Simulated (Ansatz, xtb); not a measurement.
# Relative energy of two isomers of C2H4N2SSi

Structure I is `[SiH3]c1nncs1`, a singlet and structure II is `[SiH3]c1cnns1`, a singlet. Both are isolated molecules in the gas phase, relaxed with PBE-D3(BJ)/def2-SVP.

Quicker runs give these differences E(II) − E(I): GFN2-xTB +4.3 kcal/mol; HF/STO-3G +7.0 kcal/mol (at GFN2-xTB geometries); r2SCAN-D4/def2-SVP +4.4 kcal/mol (at GFN2-xTB geometries).

Question: Estimate E(II) − E(I) at the level CCSD(T)/def2-SVP + ΔMP2/def2-TZVPP.

Answer: Calculated at CCSD(T)/def2-SVP + ΔMP2/def2-TZVPP: E(II) − E(I) = +3.1 kcal/mol, so structure I lies lower.

How the difference moves with the method:

```json
{"level": "GFN2-xTB", "geometry": "GFN2-xTB", "E(II) − E(I) (kcal/mol)": "+4.3", "departure from the last row (kcal/mol)": "+1.2", "job, with rough time for the two": "optimisation, 0.2 s"}
{"level": "HF/STO-3G", "geometry": "GFN2-xTB", "E(II) − E(I) (kcal/mol)": "+7.0", "departure from the last row (kcal/mol)": "+3.9", "job, with rough time for the two": "single point, 0.8 s"}
{"level": "r2SCAN-D4/def2-SVP", "geometry": "GFN2-xTB", "E(II) − E(I) (kcal/mol)": "+4.4", "departure from the last row (kcal/mol)": "+1.4", "job, with rough time for the two": "single point, 5.2 s"}
{"level": "PBE-D3(BJ)/def2-SVP", "geometry": "PBE-D3(BJ)/def2-SVP", "E(II) − E(I) (kcal/mol)": "+2.3", "departure from the last row (kcal/mol)": "−0.8", "job, with rough time for the two": "optimisation, 39 s"}
{"level": "HF/def2-SVP", "geometry": "PBE-D3(BJ)/def2-SVP", "E(II) − E(I) (kcal/mol)": "+11.0", "departure from the last row (kcal/mol)": "+7.9", "job, with rough time for the two": "part of the CCSD(T) run"}
{"level": "MP2/def2-SVP", "geometry": "PBE-D3(BJ)/def2-SVP", "E(II) − E(I) (kcal/mol)": "+4.3", "departure from the last row (kcal/mol)": "+1.2", "job, with rough time for the two": "part of the CCSD(T) run"}
{"level": "CCSD(T)/def2-SVP", "geometry": "PBE-D3(BJ)/def2-SVP", "E(II) − E(I) (kcal/mol)": "+4.9", "departure from the last row (kcal/mol)": "+1.9", "job, with rough time for the two": "single point"}
{"level": "CCSD(T)/def2-SVP + ΔMP2/def2-TZVPP", "geometry": "PBE-D3(BJ)/def2-SVP", "E(II) − E(I) (kcal/mol)": "+3.1", "departure from the last row (kcal/mol)": "", "job, with rough time for the two": "single point, 52 s"}
```

As drawn, II has 1 C∷C, 1 N∷S in place of 1 C∷N, 1 C∷S (∷ is an aromatic bond).

The levels shown agree on the order. The largest departure from CCSD(T)/def2-SVP + ΔMP2/def2-TZVPP is that of HF/def2-SVP, 7.9 kcal/mol. The last row adds to CCSD(T) the change of the MP2 difference between the two basis sets, here −1.9 kcal/mol.

With thermal terms from frequencies at re-optimised GFN2-xTB minima (ideal gas, soft modes damped towards free rotors, one conformer each, 298.15 K, 1 atm): on the last row, ΔE + ΔZPE = +3.1, ΔH = +3.1, ΔG = +3.2 kcal/mol.

The correlated steps freeze 14 core orbitals. Run with Ansatz 0.2.0, xtb 6.7.1; the last row on 2 threads of Intel(R) Xeon(R) Processor @ 2.70GHz on a shared host.
